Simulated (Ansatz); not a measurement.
One change: `[OH][GeH2][NH][SiH](O)Cl` becomes `O[Si@@H](Cl)N[Si@@H](O)Cl`.

Ansatz, PBE0-D4/def2-TZVP geometries, multiplicity 1. Each molecule was computed in one conformer, which needn't be the lowest.

Scalar relativity is left out up to krypton.

```tsv
property	`[OH][GeH2][NH][SiH](O)Cl`
HOMO–LUMO gap (PBE/def2-TZVPP) / eV	5.71
HOMO energy (PBE/def2-TZVPP) / eV	-6.63
LUMO energy (PBE0/def2-TZVPP) / eV	-0.05
size of the dipole moment (ωB97M-V/def2-TZVPP) / D	4.12
HOMO energy (ωB97M-V/def2-TZVPP) / eV	-10.35
HOMO–LUMO gap (ωB97M-V/def2-TZVPP) / eV	11.95
```

**Question.** Give the same properties after the change, and the shifts. (Estimate.)

**Answer.** The calculation gave: 
```tsv
property	`O[Si@@H](Cl)N[Si@@H](O)Cl`	shift
HOMO–LUMO gap (PBE/def2-TZVPP) / eV	6.42	0.71
HOMO energy (PBE/def2-TZVPP) / eV	-6.99	-0.36
LUMO energy (PBE0/def2-TZVPP) / eV	0.34	0.39
size of the dipole moment (ωB97M-V/def2-TZVPP) / D	2.26	-1.86
HOMO energy (ωB97M-V/def2-TZVPP) / eV	-10.70	-0.35
HOMO–LUMO gap (ωB97M-V/def2-TZVPP) / eV	12.65	0.70
```

With PBE0 the HOMO falls by 0.37 eV and the LUMO rises by 0.39 eV, so the gap widens by about 0.76 eV. PBE moves the HOMO by -0.36 eV and ωB97M-V by -0.35 eV. Dipoles are sizes alone; their direction can turn.
